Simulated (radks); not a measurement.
Polarisability of neutral copper, [Ar] 3d10 4s1, at imaginary frequency. Calculated with a radial shooting solver on a logarithmic mesh with Libxc functionals: non-relativistic Kohn-Sham, LB94 model potential, spin-unpolarised, spherical densities, point nucleus. Response by self-consistent Sternheimer equations with the Hartree and adiabatic LDA kernel.

| w (hartree) | alpha1(iw) (bohr^3) | alpha2(iw) (bohr^5) |
|---|---|---|
| 0.00266 | 28.52 | 202.4 |
| 0.0143 | 28.39 | 201.7 |
| 0.0360 | 27.74 | 198.0 |
| 0.0697 | 25.85 | 188.0 |
| 0.118 | 22.19 | 169.7 |
| 0.186 | 17.23 | 142.6 |
| 0.280 | 12.28 | 109.0 |
| 0.413 | 8.309 | 75.17 |
| 0.605 | 5.491 | 47.12 |
| 0.892 | 3.566 | 27.19 |
| 1.35 | 2.239 | 14.50 |
| 2.12 | 1.308 | 7.014 |
| 3.59 | 0.6642 | 2.931 |
| 6.94 | 0.2573 | 0.9386 |
| 17.5 | 0.05663 | 0.1700 |

Static values: alpha1 = 28.52 bohr^3 (4.226 angstrom^3; uncoupled 43.32), alpha2 = 202.5 bohr^5, alpha3 = 2808 bohr^7. C6 = 156.4, C8 = 6048, triple-dipole C9 = 3066 atomic units. One-pole (London) frequency 4 C6 / (3 alpha1^2) = 0.256 hartree, against 0.325 for minus the highest occupied eigenvalue. Recommended static value: 46.5 bohr^3 (Schwerdtfeger and Nagle, 2023 table).

Beside tabulated values, note that spin-unpolarised runs miss the spin-polarisation part of the exchange energy of open shells.
